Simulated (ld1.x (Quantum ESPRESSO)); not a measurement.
## Before and after: PAW potential for germanium (Ge)

Ge (Z = 32), PAW, made with ld1.x (Quantum ESPRESSO) 7.5 (PBEsol, non-relativistic). Core [Ar] 3d10, reference 4s1 4p3. Waves: 4s (bound): rcut 1.55, rcutus 1.95 bohr; 4s channel at 3.55 Ry: rcut 1.55, rcutus 1.95 bohr; 4p (bound): rcut 1.25, rcutus 1.75 bohr; 4p channel at 0.35 Ry: rcut 1.25, rcutus 1.75 bohr; 4d channel at 0.15 Ry: rcut 1.85, rcutus 1.95 bohr; 4d channel at 1.7 Ry: rcut 1.85, rcutus 1.95 bohr. Local part: all-electron potential smoothed inside 1.90 bohr (lloc = -1). Core correction: Bessel-smoothed model core, default radius (core density twice the valence density). Augmentation charge: PSQ, inside the norm-conserving radii.

Change: all radii but the core radius scaled by about 1.36 (s 2.66, p 2.38, d 2.66 bohr, rcut 2.12/1.70/2.52); local potential all-electron potential smoothed inside 2.60 bohr (lloc = -1).

Cutoffs: the cutoffs (Ry, on a coarse ladder) from which the occupation-weighted sum of valence levels, in a spherical-Bessel basis at the reference potential, stays within 10 and 1 mRy of its value at 400 Ry; they do not see the model core or the augmentation charge, which bear on the density cutoff. Errors are all-electron minus pseudo energies relative to the spin-unpolarised reference configuration.

What does the change do?

The potential gets neither clearly harder nor softer (6 Ry and 15 Ry → 8 Ry and 12 Ry); the bound ghost in d disappears; the number of tests with a reliable result goes from 7 to 0 (the test run of the changed file stopped, so its transferability is not established).

```json
{"quantity": "cutoff, loose", "base": "6 Ry", "changed": "8 Ry"}
{"quantity": "cutoff, tight", "base": "15 Ry", "changed": "12 Ry"}
{"quantity": "bound ghosts", "base": "d", "changed": "none"}
{"quantity": "tests with a reliable result", "base": "7 of 7", "changed": "0 of 7 (the test run stopped)"}
{"quantity": "lowest overlap eigenvalue by channel", "base": "s 0.56, p 0.64, d 0.91", "changed": "s 0.26, p 0.73, d 0.99"}
```

 A true bound ghost makes a file unfit for plane-wave use even where its test errors are small: the radial tests pick states by their node count and pass the ghost by.
